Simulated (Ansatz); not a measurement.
Input for Ansatz (an electronic-structure program): U-CCSD(T)/def2-TZVPP on FHTe (SMILES F[TeH]), a point of a bond scan (R = 1.668 Å). Elements past Kr take the def2 small-core potentials; no spin–orbit coupling. The run froze 10 orbitals, filled d shells among them.

Ansatz 0.2 input:
```yaml
crystal:
  periodic: [false, false, false]
  atoms:
    - {symbol: Te, position_ang: [0.18518663, -0.06058026, 0.20051425]}
    - {symbol: H, position_ang: [1.31186066, -0.30942416, -1.00396715]}
    - {symbol: F, position_ang: [-1.21572950, 0.38439975, -1.04697488]}
basis:
  gaussian:
    orbitals: def2-TZVPP
correlation: {method: ccsd_t, electrons: outside_noble_gas}
scf: {omitted_lower_state_checks: [cluster_reference]}
magnetization: {spin_polarized: true, initial_magnetization: 0}
```

The head of its log:

```
WARN ansatz: RAYON_NUM_THREADS=1 ignored (pool sized by the plan → 1); use --threads N
Functional definition: HF
these checks for a lower state are left out or cut short: cluster_reference
integrals: 0.15 GiB planned
758 factors; integrals over basis functions are off by at most 7.8e-4 eV
mean field: 0.25 GiB planned
mean field evaluation 1: about -9986.4970 eV, gradient 1.9e1 eV
mean field evaluation 2: about -9986.5071 eV, gradient 1.9e1 eV
mean field evaluation 4: about -9987.8677 eV, gradient 1.3e0 eV
mean field evaluation 8: about -9987.8810 eV, gradient 1.7e-4 eV
mean field evaluation 16: about -9987.0468 eV, gradient 4.3e0 eV
mean field -9987.88099424 eV, -367.0478565093 hartree, gradient 7.7e-6 eV, S^2 0.000000; 2 other end points of the search recorded, 0 dependent functions left out
10 core orbitals not correlated
reference -9987.88099424 eV, -367.0478565093 hartree; 7, 7 occupied and 78, 78 virtual orbitals, 758 factors
```

Question: Give the final energy of this run.

Answer: -367.4681 hartree (reference determinant -367.0479, T1 diagnostic 0.014).
